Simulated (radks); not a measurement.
Q: Neutral chromium, [Ar] 3d5 4s1. Calculated with a radial shooting solver on a logarithmic mesh with Libxc functionals: non-relativistic Kohn-Sham, exchange-only B88, spin-polarised, spherical densities, point nucleus. Every spin shell is full or empty, so the densities are truly spherical. Functionals are evaluated on that one density, not self-consistently. Rank these orbital-free kinetic functionals by their error against the exact value of the orbitals, and give that value: Thomas-Fermi, TF + vW, TF + vW/9, TF + vW/5, LC94, APBEK, revAPBEK, Perdew 92, Thakkar, Pearson, LKT, PG1, DePristo-Kress.

A: Exact: 1043.49 hartree. From best to worst, with 100 (|E| - |E exact|)/|E exact| (equal figures are ties): LC94 -0.03, APBEK +0.08, DePristo-Kress -0.09, revAPBEK +0.36, Thakkar -0.39, Perdew 92 -0.77, TF + vW/9 -0.78, Pearson -1.37, TF + vW/5 +3.97, Thomas-Fermi -6.71, PG1 +20.62, LKT +25.83, TF + vW +46.70.
